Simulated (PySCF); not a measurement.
AlCl4, SMILES [Cl][Al-]([Cl])([Cl])[Cl], charge -1. Heavy atoms are numbered as in [Cl:1][Al-:2]([Cl:3])([Cl:4])[Cl:5].

Geometry: B3LYP-D3(BJ)/def2-SVPD.

The numbers are results of PySCF with PBE/pcSseg-1, not measurements.

GIAO shieldings, no solvent; atoms alike by connectivity are averaged. δ = σ(ref) − σ: ³⁵Cl against HCl (σ = 936.5 ppm), references at their B3LYP-D3(BJ)/def2-TZVP geometries, non-relativistic (without spin–orbit terms, shifts of atoms bonded to Cl or Br come out too high).

Computed chemical shifts:
| nucleus | atoms | count | δ (ppm) |
|---|---|---|---|
| ³⁵Cl | Cl1 | 4 | 29.3 |
